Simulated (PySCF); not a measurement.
The vertical singlet excitations below were computed for one of the candidates. Level of theory: TDDFT CAM-B3LYP/def2-SVPD, vertical, gas phase, core orbitals frozen in the response (PySCF 2.14.0, density-fitted response routines). Geometries: GFN2-xTB, one conformer each.

```
state  E (eV)  λ (nm)       f
   S1    5.37   230.9  0.0089
   S2    6.00   206.5  0.0001
   S3    6.27   197.7  0.0022
   S4    6.31   196.4  0.0016
   S5    6.90   179.8  0.0007
   S6    7.27   170.6   0.016
   S7    7.30   169.8  0.0094
   S8    7.37   168.3   0.034
```

Triplets computed (Tamm–Dancoff): 4.60, 5.08, 5.29 eV.

Orbital energies (eV): HOMO-3 -10.24, HOMO-2 -9.67, HOMO-1 -9.27, HOMO -8.90, LUMO 0.62, LUMO+1 0.83, LUMO+2 1.24.

Problem. Which structure fits? All have the formula C5H9NOSi.
A. `[H]/N=C(\CO)CC#C[SiH3]`
B. `[SiH2](C#C)CNC(C)=O`
C. `C=C([SiH3])/C=N\C(C)=O`
D. `[SiH3]CCC1=NC=CO1`

Solution. A. Its S1 lies at 5.37 eV; the nearest of the others has S1 at 5.98 eV. S1 is HOMO→LUMO (62%), HOMO-2→LUMO (13%). Löwdin shares by element: HOMO carbon 36% or more, nitrogen 34% (atoms not listed hold the other 30%); LUMO carbon 39% or more, nitrogen 21% (atoms not listed hold the other 40%). At the same level the other candidates give, for their lowest levels:
- `[SiH3]CCc1ncco1`: 6.29 eV (f 0.209); 6.60 eV (f 0.003); 6.85 eV (f 0.019); 7.30 eV (f 0.046); 7.53 eV (f 0.010); T1 4.19 eV; HOMO -8.35, LUMO 0.89 eV
- `C#C[SiH2]CNC(C)=O`: 5.98 eV (f 0.000); 6.13 eV (f 0.002); 6.43 eV (f 0.002); 6.65 eV (f 0.000); 6.75 eV (f 0.001); T1 5.11 eV; HOMO -8.73, LUMO 0.85 eV
- `C=C([SiH3])/C=N\C(C)=O`: 4.16 eV (f 0.002); 5.09 eV (f 0.002); 5.73 eV (f 0.121); 6.06 eV (f 0.440); 6.16 eV (f 0.014); T1 3.47 eV; HOMO -8.71, LUMO -0.90 eV

The values belong to the conformer `[H]/[N:1]=[C:2](\[CH2:3][OH:4])[CH2:5][C:6]#[C:7][SiH3:8]`: N1–C2–C3–O4 11°, N1–C2–C5–C6 -114°, H–O4–C3–C2 63°.
